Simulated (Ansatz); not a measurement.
Ansatz (an electronic-structure program) input (CCSD(T)/def2-SVPD):

Ansatz 0.2 input:
```yaml
crystal:
  periodic: [false, false, false]
  atoms:
    - {symbol: Sb, position_ang: [0.00020347, -0.00057521, 0.05360724]}
    - {symbol: H, position_ang: [-0.91134945, -1.07727245, -0.91954118]}
    - {symbol: H, position_ang: [-0.49094307, 1.33948235, -0.89520480]}
    - {symbol: H, position_ang: [1.39191538, -0.23287408, -0.91922302]}
basis:
  gaussian:
    orbitals: def2-SVPD
magnetization: {spin_polarized: true, initial_magnetization: 2}
correlation: {method: ccsd_t, electrons: outside_noble_gas}
```

Output:

```
Functional definition: HF
integrals: 0.05 GiB planned
652 factors; integrals over basis functions are off by at most 3.4e-4 eV
mean field: 0.14 GiB planned
mean field evaluation 1: about -6551.6089 eV, gradient 7.7e0 eV
mean field evaluation 2: about -6551.6341 eV, gradient 7.7e0 eV
mean field evaluation 4: about -6552.4135 eV, gradient 1.2e0 eV
mean field evaluation 8: about -6552.4473 eV, gradient 1.1e-1 eV
mean field evaluation 16: about -6552.4546 eV, gradient 4.0e-1 eV
mean field evaluation 32: about -6551.6087 eV, gradient 7.7e0 eV
mean field evaluation 64: about -6552.4480 eV, gradient 2.5e-6 eV
mean field evaluation 96: about -6552.4652 eV, gradient 1.8e-1 eV
mean field evaluation 128: about -6552.4557 eV, gradient 4.0e-1 eV
mean field evaluation 160: about -6552.4480 eV, gradient 1.5e-2 eV
mean field evaluation 192: about -6550.2765 eV, gradient 1.3e-1 eV
mean field evaluation 224: about -6550.0792 eV, gradient 3.3e0 eV
mean field evaluation 256: about -6549.2903 eV, gradient 5.5e-1 eV
mean field evaluation 288: about -6549.0946 eV, gradient 8.0e-1 eV
mean field evaluation 320: about -6552.4663 eV, gradient 5.2e-2 eV
mean field evaluation 352: about -6550.9455 eV, gradient 2.2e0 eV
mean field evaluation 384: about -6549.2925 eV, gradient 2.2e-2 eV
mean field evaluation 416: about -6549.6451 eV, gradient 3.4e-1 eV
mean field evaluation 448: about -6549.0478 eV, gradient 7.5e-2 eV
mean field evaluation 480: about -6549.1326 eV, gradient 9.0e0 eV
mean field evaluation 512: about -6551.0198 eV, gradient 4.3e-1 eV
mean field evaluation 544: about -6551.0941 eV, gradient 2.5e0 eV
mean field evaluation 576: about -6549.6612 eV, gradient 6.4e-1 eV
mean field evaluation 608: about -6549.2924 eV, gradient 1.3e-2 eV
mean field evaluation 640: about -6549.0759 eV, gradient 1.8e-1 eV
mean field evaluation 672: about -6549.0459 eV, gradient 1.2e-3 eV
mean field evaluation 704: about -6548.9748 eV, gradient 2.3e-1 eV
mean field -6552.46652366 eV, -240.7987033232 hartree, gradient 3.0e-7 eV, S^2 2.021934; 19 other end points of the search recorded, 0 dependent functions left out
determinant -6552.46652366 eV, -240.7987033232 hartree, with singles and doubles -6555.98829900 eV, -240.9281261798 hartree
determinant -6552.44797678 eV, -240.7980217381 hartree, with singles and doubles -6555.99177728 eV, -240.9282540042 hartree
determinant -6551.04965058 eV, -240.7466341979 hartree, with singles and doubles -6554.86244382 eV, -240.8867517649 hartree
determinant -6550.27755222 eV, -240.7182601066 hartree, with singles and doubles -6554.03838716 eV, -240.8564682415 hartree
determinant -6550.11900626 eV, -240.7124336498 hartree, with singles and doubles -6553.85487094 eV, -240.8497241447 hartree
determinant -6549.65071069 eV, -240.6952241052 hartree, with singles and doubles -6553.27864027 eV, -240.8285480583 hartree
determinant -6549.65067299 eV, -240.6952227197 hartree, with singles and doubles -6553.25276239 eV, -240.8275970634 hartree
determinant -6549.29250803 eV, -240.6820604002 hartree, with singles and doubles -6552.93194907 eV, -240.8158073915 hartree
determinant -6549.04592148 eV, -240.6729985116 hartree, with singles and doubles -6552.73179322 eV, -240.8084517996 hartree
determinant -6549.04343212 eV, -240.6729070293 hartree, with singles and doubles -6552.72453684 eV, -240.8081851328 hartree
determinant -6552.46652366 eV, -240.7987033232 hartree, with singles and doubles -6555.97746028 eV, -240.9277278641 hartree
determinant -6552.44797678 eV, -240.7980217381 hartree, with singles and doubles -6555.97836853 eV, -240.9277612417 hartree
9 core orbitals not correlated
reference -6552.44797678 eV, -240.7980217381 hartree; 5, 3 occupied and 42, 44 virtual orbitals, 652 factors
second order -2.72863726 eV of doubles, -0.00000000 eV of singles
coupled cluster: 0.14 GiB planned
cycle   1  -3.53039014 eV  change    1.6e-6 eV  update   4.2e-6
perturbative correction -0.09679834 eV, -0.0035572732 hartree
Total energy: -6556.07516526 eV, -240.9313184559 hartree
```

This state (charge 0, triplet) is run at the relaxed geometry of the species with charge 0 and multiplicity 1, and is a spin state other than that species' own.
